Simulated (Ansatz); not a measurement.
`BB1CO1`, 8 atoms. Total charge 0; spin multiplicity 1. All runs use 2 threads of an Arm Neoverse V1 on a shared host. Correlated methods freeze the cores. Open-shell runs search over several starts.

(1) How many basis functions does each run have, and how long does it take in Ansatz? direct RPA on PBE orbitals/def2-TZVPP energy; UKS ωB97M-V/def2-TZVPP energy of the cation; UHF-MP2/def2-QZVPP energy of the cation; UKS B3LYP-D4/def2-TZVPP energy of the cation; UKS PBE-D4/def2-TZVPP energy of the cation; RKS revPBE-D4/def2-TZVPP energy; RKS BLYP-D4/def2-TZVPP energy; RKS PBE0-D4/def2-TZVP relaxation (8 steps); RKS ωB97M-V/def2-QZVPP energy; UKS r2SCAN-D4/def2-TZVPP energy of the cation; RKS PBE0-D4/def2-QZVPP energy; RHF-MP2/def2-QZVPP energy. (An estimate is asked.)

Answers

(1) The calculation gave: Other jobs shared the machine, so times are rough.

| level | job | functions | wall time | peak host memory (GiB) |
| --- | --- | --- | --- | --- |
| RKS revPBE-D4/def2-TZVPP | energy | 180 | 1.6 s | 0.16 |
| RKS BLYP-D4/def2-TZVPP | energy | 180 | 2 s | 0.16 |
| direct RPA on PBE orbitals/def2-TZVPP | energy | 180 | 3.7 s | 0.34 |
| RKS PBE0-D4/def2-QZVPP | energy | 348 | 5.5 s | 0.88 |
| UKS B3LYP-D4/def2-TZVPP | energy of the cation | 180 | 5.5 s | 0.36 |
| UKS PBE-D4/def2-TZVPP | energy of the cation | 180 | 6 s | 0.34 |
| UKS r2SCAN-D4/def2-TZVPP | energy of the cation | 180 | 10 s | 0.39 |
| RHF-MP2/def2-QZVPP | energy | 348 | 13 s | 1.3 |
| RKS ωB97M-V/def2-QZVPP | energy | 348 | 13 s | 1.1 |
| UKS ωB97M-V/def2-TZVPP | energy of the cation | 180 | 19 s | 0.54 |
| RKS PBE0-D4/def2-TZVP | relaxation (8 steps) | 148 | 21 s | 0.25 |
| UHF-MP2/def2-QZVPP | energy of the cation | 348 | 34 s | 1.4 |

B3LYP here is the variant with VWN-RPA as its local correlation; programs differ in this.
